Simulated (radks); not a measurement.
Q: Neutral ytterbium, [Xe] 4f14 6s2. Calculated with a radial shooting solver on a logarithmic mesh with Libxc functionals: non-relativistic Kohn-Sham, exchange-only LDA, spin-polarised, spherical densities, point nucleus. Every spin shell is full or empty, so the densities are truly spherical. Functionals are evaluated on that one density, not self-consistently. Rank these exchange functionals by their error against the exact value of the orbitals, and give that value: LDA, PBE, revPBE, PW86, WC, AM05, SOGGA, B86b, G96, TPSS, SCAN, r2SCAN, MS2, MVS.

A: Exact: -275.620 hartree. From best to worst, with 100 (|E| - |E exact|)/|E exact| (equal figures are ties): revPBE +0.03, PW86 -0.04, r2SCAN +0.05, PBE -0.06, TPSS -0.12, MVS +0.25, SCAN +0.30, B86b +0.30, WC -0.38, MS2 -0.39, G96 +0.74, SOGGA -1.63, AM05 -3.56, LDA -3.78.
